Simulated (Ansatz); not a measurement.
Input file for FH4IOSi2 (`O[SiH](F)[SiH2]I`):

```yaml
crystal:
  periodic: [false, false, false]
  atoms:
    - {symbol: O, position_ang: [0.989421, 1.648092, -0.499688]}
    - {symbol: Si, position_ang: [1.079946, 0.027727, -0.356918]}
    - {symbol: F, position_ang: [1.144470, -0.681303, -1.788178]}
    - {symbol: Si, position_ang: [-0.872496, -0.759159, 0.686911]}
    - {symbol: I, position_ang: [-2.639132, 0.702466, -0.208056]}
    - {symbol: H, position_ang: [0.128816, 2.021932, -0.711818]}
    - {symbol: H, position_ang: [2.350357, -0.265445, 0.340013]}
    - {symbol: H, position_ang: [-1.233707, -2.160302, 0.360021]}
    - {symbol: H, position_ang: [-0.859274, -0.580207, 2.160713]}
basis:
  gaussian: {orbitals: def2-TZVPP}
correlation: {method: ccsd_t}
output: {orbitals: {seedname: orbitals}}
```

```sh
$ ansatz run in.yaml --threads 4 --pin off --events-out ev --progress --plain --max-ram 10444MiB
```

The program prints (abridged):

```
Functional definition: HF
1683 factors; integrals over basis functions are off by at most 1.1e-3 eV
mean field evaluation 1: about -28606.6016 eV, gradient 4.3e1 eV
mean field evaluation 2: about -28606.8425 eV, gradient 4.4e1 eV
mean field evaluation 4: about -28610.6371 eV, gradient 3.3e0 eV
mean field evaluation 8: about -28610.7018 eV, gradient 3.0e-1 eV
mean field -28610.70207416 eV, -1051.4239081949 hartree, gradient 6.6e-6 eV, S^2 0.000000; 0 other end points of the search recorded, 0 dependent functions left out
16 core orbitals not correlated: weight in the atoms' cores, before any rotation towards them, 1.000 or more for the frozen orbitals, at most 0.000 for the correlated occupied ones
reference -28610.70207416 eV, -1051.4239081949 hartree; 21, 21 occupied and 215, 215 virtual orbitals, 1683 factors
second order -33.33167214 eV of doubles, -0.00000000 eV of singles
cycle   1  -32.45563449 eV  change    8.8e-1 eV  update   1.2e-1
cycle   2  -33.23457202 eV  change   -7.8e-1 eV  update   3.4e-2
cycle   3  -33.37373338 eV  change   -1.4e-1 eV  update   1.7e-2
cycle   4  -33.34067944 eV  change    3.3e-2 eV  update   3.9e-3
cycle   5  -33.33906172 eV  change    1.6e-3 eV  update   1.9e-3
cycle   6  -33.34079931 eV  change   -1.7e-3 eV  update   5.1e-4
cycle   7  -33.34041012 eV  change    3.9e-4 eV  update   2.0e-4
cycle   8  -33.34024797 eV  change    1.6e-4 eV  update   6.1e-5
cycle   9  -33.34028704 eV  change   -3.9e-5 eV  update   2.5e-5
perturbative correction -0.97804959 eV, -0.0359426595 hartree
Total energy: -28645.02041079 eV, -1052.6850838042 hartree
```

It took 6.8 min on 4 threads of a server CPU on a shared host, with 5.9 GiB of host memory at the peak.

Correlation energy per correlated electron: -0.817 eV. T1 diagnostic: 0.0110.
